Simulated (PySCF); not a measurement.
Zn(Et)(NH2) (C2H7NZn), SMILES [CH2]([Zn][NH2])C. Heavy atoms are numbered as in [Zn:1]([CH2:2][CH3:3])[NH2:9]. Hydrogens are named by the atom that carries them.

The structure is a stationary point at B3LYP-D3(BJ)/def2-SVP. The structure was generated by enumeration; whether it is a known compound was not checked. One conformer was computed; it need not be the lowest.

Computed with PySCF with PBE/def2-TZVP.

Atomic charges (e), one atom of each kind:

```csv
atom,meta-Löwdin,Mulliken,Löwdin
Zn1,1.02,0.29,0.40
C2 (CH2),-0.65,-0.27,-0.51
C3 (CH3),-0.34,…,-0.35
H on C2,0.11,…,0.14
H on C3,0.11,…,0.12
N9 (NH2),-1.01,-0.65,-0.47
H on N9,0.22,0.22,0.15
```

Question: What belongs in the gaps? (The exact figures need the calculation; the answer reports its results.)

Answer: 
- C3 (CH3), Mulliken: -0.39
- H on C2, Mulliken: 0.11
- H on C3, Mulliken: 0.12
